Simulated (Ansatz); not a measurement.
Gas-phase electronic energies from Ansatz, PBE0-D4/def2-TZVP geometries. CCSD(T)/CBS adds triple-zeta CCSD(T) − MP2 to the extrapolated MP2 energy (def2 sets, frozen cores). This one scheme is used for every species. Functionals use def2-TZVPP. HSE06 is defined as in plane-wave codes. Each species was taken in one conformer, which may not be the lowest.

Reaction (ligand exchange at a B–C bond): `B[CH2][AlH][CH3]` + `O[SiH](O)F` → `BO[SiH](O)F` + `[CH3][AlH][CH3]`

Problem. Is it downhill or uphill in electronic energy at CCSD(T)/CBS, and by how much? (Estimate.)

Solution. Ansatz gave: Downhill: ΔE = -20.4 kcal/mol.

Problem. What do these levels give: LDA (SPW92), PBE-D4, revPBE-D4, BLYP-D4, B97M-V, HSE06-D4, CAM-B3LYP-D4, ωB97M-V, r2SCAN0, HSE06, HF/CBS(def2), CCSD/CBS(def2)? (Estimate.)

Solution. The calculation gave: LDA (SPW92) -17.8, PBE-D4 -18.3, revPBE-D4 -18.2, BLYP-D4 -21.2, B97M-V -20.8, HSE06-D4 -19.0, CAM-B3LYP-D4 -22.3, ωB97M-V -20.4, r2SCAN0 -20.2, HSE06 -19.2, HF/CBS(def2) -26.1, CCSD/CBS(def2) -21.1 kcal/mol.

Largest T1 diagnostic among the species: 0.013.

In def2-TZVPP, CCSD(T) changes the Hartree–Fock value by +5.0 kcal/mol (the triples alone add +0.7 kcal/mol) and MP2 by +5.4 kcal/mol. From BLYP to BHLYP (50 % exact exchange), in def2-TZVPP and without D4, ΔE moves by −1.4 kcal/mol. Leaving LDA and LC-ωPBE aside and taking each functional with its dispersion term where it has one, the values, not all of them listed here, spread over 4.6 kcal/mol, from BHLYP-D4 to revPBE-D4.
